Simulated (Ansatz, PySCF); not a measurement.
Breaking the Ga1–Cl4 bond in ClGaH2 (SMILES [Cl][GaH2]) (multiplicity 1 held, fragments rigid). Energies count from the point at 2.166 Å.
Geometry at that point (charge 0, multiplicity 1):
```tsv
atom	x (Å)	y (Å)	z (Å)
Ga	-0.0029	-0.2319	-0.6712
H	-1.4091	-0.3118	-1.3346
H	1.3979	-0.5822	-1.2533
Cl	0.0059	0.4754	1.3761
```

Restricted levels (R-, RO-) in cc, def2 and unpolarised 6-31G sets keep to the state of the molecule at rest. Unrestricted levels (U-) break spin symmetry where that is lower. Left out are points that failed, MP2 points that dive below the minimum, coupled-cluster points behind a jump of the amplitudes or a sharp parting from full CI or MRCI, small-basis points behind a change of solution, and semi-empirical points at long bonds. Levels need not reach the same state.

Correlated levels freeze the cores. Filled d and f shells under p-block atoms count as core. Rows in LANL2DZ carry no dispersion term and start afresh at each structure. LANL2DZ brings its own core potentials from Na on.

Programs: Ansatz (a program for electronic structure) with Gaussian orbitals; PySCF for LANL2DZ rows. 

Energies in kcal/mol.

```json
[
 {"R (Å)": "1.733", "R-HF/def2-TZVPP": "67.0", "R-PBE/def2-TZVPP": "61.5", "R-B3LYP/LANL2DZ": "68.7", "U-MP2/def2-TZVPP": "66.9", "U-CCSD/def2-TZVPP": "67.2"},
 {"R (Å)": "1.949", "R-HF/def2-TZVPP": "11.7", "R-PBE/def2-TZVPP": "10.7", "R-B3LYP/LANL2DZ": "14.9", "U-MP2/def2-TZVPP": "11.7", "U-CCSD/def2-TZVPP": "11.9"},
 {"R (Å)": "2.166", "R-HF/def2-TZVPP": "0.0", "R-PBE/def2-TZVPP": "0.0", "R-B3LYP/LANL2DZ": "0.0", "U-MP2/def2-TZVPP": "0.0", "U-CCSD/def2-TZVPP": "0.0"},
 {"R (Å)": "2.383", "R-HF/def2-TZVPP": "6.4", "R-PBE/def2-TZVPP": "5.7", "R-B3LYP/LANL2DZ": "2.4", "U-MP2/def2-TZVPP": "6.4", "U-CCSD/def2-TZVPP": "6.3"},
 {"R (Å)": "2.599", "R-HF/def2-TZVPP": "19.5", "R-PBE/def2-TZVPP": "17.4", "R-B3LYP/LANL2DZ": "12.1", "U-MP2/def2-TZVPP": "19.5", "U-CCSD/def2-TZVPP": "19.3"},
 {"R (Å)": "2.924", "R-HF/def2-TZVPP": "41.7", "R-PBE/def2-TZVPP": "36.9", "R-B3LYP/LANL2DZ": "30.6", "U-MP2/def2-TZVPP": "41.8", "U-CCSD/def2-TZVPP": "41.3"},
 {"R (Å)": "3.249", "R-HF/def2-TZVPP": "62.0", "R-PBE/def2-TZVPP": "54.2", "R-B3LYP/LANL2DZ": "48.4", "U-MP2/def2-TZVPP": "62.3", "U-CCSD/def2-TZVPP": "61.5"},
 {"R (Å)": "3.791", "R-HF/def2-TZVPP": "88.7", "R-PBE/def2-TZVPP": "75.4", "R-B3LYP/LANL2DZ": "71.6", "U-MP2/def2-TZVPP": "100.8", "U-CCSD/def2-TZVPP": "88.4"},
 {"R (Å)": "4.332", "R-HF/def2-TZVPP": "108.0", "R-PBE/def2-TZVPP": "88.6", "R-B3LYP/LANL2DZ": "86.9", "U-MP2/def2-TZVPP": "109.9", "U-CCSD/def2-TZVPP": "101.8"},
 {"R (Å)": "4.982", "R-HF/def2-TZVPP": "124.5", "R-PBE/def2-TZVPP": "97.5", "R-B3LYP/LANL2DZ": "97.9", "U-MP2/def2-TZVPP": "112.4", "U-CCSD/def2-TZVPP": "105.7"},
 {"R (Å)": "5.848", "R-HF/def2-TZVPP": "138.9", "R-PBE/def2-TZVPP": "103.2", "R-B3LYP/LANL2DZ": "105.5", "U-MP2/def2-TZVPP": "113.0", "U-CCSD/def2-TZVPP": "106.4"},
 {"R (Å)": "6.931", "R-HF/def2-TZVPP": "149.6", "R-PBE/def2-TZVPP": "106.2", "R-B3LYP/LANL2DZ": "left out", "U-MP2/def2-TZVPP": "113.1", "U-CCSD/def2-TZVPP": "106.6"}
]
```

Doubts at one or more of the structures used: a restricted determinant that unrestricted orbitals would lower (R-HF/def2-TZVPP, R-PBE/def2-TZVPP); a spin-contaminated determinant (U-MP2/def2-TZVPP, U-CCSD/def2-TZVPP); T1 above 0.05 (U-CCSD/def2-TZVPP); the program's own flag: other amplitudes (U-CCSD/def2-TZVPP).
